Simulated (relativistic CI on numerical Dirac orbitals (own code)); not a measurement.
# Calculated levels, Sr⁹⁺

Method of calculation: Dirac-Coulomb-Breit CI, KLI orbitals optimised for each configuration, a model potential for QED, valence Slater integrals scaled by 0.9, P86 correlation estimate, and configurations built on the next ion tied to the tabulated ionisation energy (semi-empirical) (own radial code, finite nucleus).

CI space (outside the closed core [Ar]): 3d¹⁰4s, 3d¹⁰4p, 3d¹⁰4d, 3d¹⁰5s, 3d¹⁰4f, 3d¹⁰5p, 3d¹⁰5d, 3d⁹4s², 3d¹⁰6s, 3d⁹4p², 3d¹⁰5f, 3d¹⁰5g, 3d¹⁰6p, 3d⁸4s4p², 3d¹⁰6d, 3d⁹4s4p, 3d¹⁰6f, 3d⁹4p4d, 3d⁸4s4d², 3d⁹4p5s, 3d⁹4p4f, 3d⁹4s4d, 3d⁹4d², 3d⁸4s4f². Levels of other configurations are missing.

The lowest level is 3d¹⁰4s ²S1/2, with 100 % of that term; Hund's rules for 3d¹⁰4s give ²S with J = 1/2, in agreement.

```
No.  Configuration  Term    J   E (eV)    %  Next component (%)  Lifetime (s)
  1         3d¹⁰4s    ²S  1/2    0.000  100                                  
  2         3d¹⁰4p   ²P°  1/2   22.690  100                          1.68e-10
  3         3d¹⁰4p   ²P°  3/2   24.542  100                          1.32e-10
  4         3d¹⁰4d    ²D  3/2   58.444  100                          3.16e-11
  5         3d¹⁰4d    ²D  5/2   58.717  100                          3.45e-11
  6         3d¹⁰5s    ²S  1/2   83.170  100                          1.77e-11
  7         3d¹⁰4f   ²F°  7/2   89.713  100                          3.32e-11
  8         3d¹⁰4f   ²F°  5/2   89.722  100                          3.25e-11
  9         3d¹⁰5p   ²P°  1/2   92.075  100                          3.90e-11
 10         3d¹⁰5p   ²P°  3/2   92.817  100                          4.27e-11
 11         3d¹⁰5d    ²D  3/2  107.211  100                          9.09e-11
 12         3d¹⁰5d    ²D  5/2  107.330  100                          9.37e-11
 13        3d⁹4s²‡    ²D  5/2  117.896   98         2 3d⁹4p² ²D      7.93e-09
 14         3d¹⁰6s    ²S  1/2  118.517  100                          2.17e-11
 15        3d⁹4s²‡    ²D  3/2  119.676   98         2 3d⁹4p² ²D      6.00e-09
 16         3d¹⁰5f   ²F°  7/2  121.108  100                          1.14e-10
 17         3d¹⁰5f   ²F°  5/2  121.114  100                          1.13e-10
 18         3d¹⁰5g    ²G  7/2  122.823  100                          2.19e-11
 19         3d¹⁰5g    ²G  9/2  122.825  100                          2.19e-11
 20         3d¹⁰6p   ²P°  1/2  123.036  100                          4.38e-11
 21         3d¹⁰6p   ²P°  3/2  123.414  100                          4.76e-11
 22         3d¹⁰6d    ²D  3/2  130.906  100                          1.26e-10
 23         3d¹⁰6d    ²D  5/2  130.970  100                          1.24e-10
 24       3d⁹4s4p‡   ⁴P°  5/2  135.610   88               9 ⁴D°      7.06e-08
 25       3d⁹4s4p‡   ⁴F°  5/2  136.677   54              37 ²F°      4.38e-08
 26       3d⁹4s4p‡   ⁴F°  7/2  136.775   72              15 ²F°      1.58e-08
 27       3d⁹4s4p‡   ⁴P°  3/2  136.821   70              14 ⁴D°      2.63e-10
 28       3d⁹4s4p‡   ⁴F°  3/2  137.678   88               9 ⁴P°      2.37e-09
 29       3d⁹4s4p‡   ⁴F°  9/2  137.684  100                          5.38e-02
 30       3d⁹4s4p‡   ⁴P°  1/2  138.055   85               9 ⁴D°      2.43e-10
 31         3d¹⁰6f   ²F°  5/2  138.338   94       3 3d⁹4s4p ²F°      1.69e-10
 32         3d¹⁰6f   ²F°  7/2  138.347  100                          1.58e-10
 33       3d⁹4s4p‡   ²F°  5/2  138.672   55              23 ⁴F°      1.98e-09
 34       3d⁹4s4p‡   ²D°  3/2  138.833   55              24 ²P°      5.31e-11
 35       3d⁹4s4p‡   ⁴D°  7/2  139.091   79              18 ²F°      2.65e-08
 36       3d⁹4s4p‡   ²D°  5/2  139.305   42              38 ⁴D°      1.52e-08
 37       3d⁹4s4p‡   ²P°  3/2  139.547   60              27 ⁴D°      1.48e-11
 38       3d⁹4s4p‡   ²P°  1/2  139.684   93               4 ⁴P°      9.08e-12
 39       3d⁹4s4p‡   ⁴D°  1/2  139.974   87              11 ⁴P°      9.36e-09
 40       3d⁹4s4p‡   ²F°  7/2  140.323   68              24 ⁴F°      2.03e-08
 41       3d⁹4s4p‡   ⁴D°  3/2  140.639   52              31 ²D°      1.44e-10
 42       3d⁹4s4p‡   ²D°  5/2  141.011   56              34 ⁴D°      1.37e-08
 43       3d⁹4s4p‡   ²P°  3/2  145.055   94               3 ²D°      1.18e-11
 44       3d⁹4s4p‡   ²F°  7/2  145.070   97       2 3d⁹4p4d ²F°      5.89e-11
 45       3d⁹4s4p‡   ²D°  5/2  145.992   68              30 ²F°      5.52e-11
```

Energies count from the lowest computed level; ° marks odd parity; lifetimes are radiative, by E1, M1, E2, M2, E3 decay to levels of this space only. ‡ marks configurations that were not tied to measured data.

The mean weight of the leading LS term, summed over parents, in these 45 levels is 88 %, and that of the leading jj configuration (from the same eigenvectors) 85 %.

Configurations that consist of the next ion and one excited electron were tied to the tabulated ionisation energy; Rydberg ones are usually within 1,000 to 3,000 cm⁻¹ and the lowest ones within about 6,000 (9,000 in d shells), while levels on excited terms of the next ion carry the error of that term, and the other configurations can be misplaced by 10,000 cm⁻¹ or more. Rates follow the energies as ν³ (E1, M1) or ν⁵ (E2), so rates, branching and lifetimes can be off by large factors.

LS names give the leading component of a level, which can be under half, so a name can repeat, a term be missing and a line seem to break the LS rules.
